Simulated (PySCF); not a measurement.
Series: H2E=E'H2. Isolated molecules, 0 K electronic values unless said otherwise. One relaxed conformer stands for each flexible species; it need not be the lowest. Strings in code marks are SMILES.

The four lowest singlet excitations (Tamm–Dancoff). The numbers are results of CAM-B3LYP-D3(BJ)/def2-TZVP in PySCF, not measurements. Excitations are Tamm–Dancoff values on a coarser integration grid. The basis has no diffuse functions, so Rydberg states are missing or too high.

```json
[
 {"state": "S1", "energy (eV)": "6.28", "wavelength (nm)": "197", "oscillator strength": "0.000"},
 {"state": "S2", "energy (eV)": "6.31", "wavelength (nm)": "197", "oscillator strength": "0.119"},
 {"state": "S3", "energy (eV)": "6.64", "wavelength (nm)": "187", "oscillator strength": "0.054"},
 {"state": "S4", "energy (eV)": "7.49", "wavelength (nm)": "166", "oscillator strength": "0.050"}
]
```

Problem. Name which member gives these states.
A. `[CH2]=[GeH2]`
B. `[NH2][AlH2]`
C. `C=[SiH2]`
D. `[NH2][GaH2]`

Solution. D, `[NH2][GaH2]`
